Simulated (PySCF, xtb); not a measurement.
Nb(NH)(F)(Cl)2 (Cl₂FHNNb), SMILES [NH]=[Nb]([F])([Cl])[Cl], multiplicity 1.

Harmonic wavenumbers (cm⁻¹) from GFN2-xTB run with xtb at its own minimum, in rising order: 113, 120, 132, 146, 162, 334, 358, 412, 642, 648, 927, 3341.

Problem. What does PBE-D3(BJ)/def2-SVP run with PySCF give at its own minimum? (Estimate from the structure and the level; the computed values follow.)

Solution. 101, 137, 148, 203, 238, 393, 426, 526, 568, 692, 1001, 3544. Paired by order, the mean absolute difference is 68 cm⁻¹ and the zero-point energies are 10.5 and 11.4 kcal/mol.
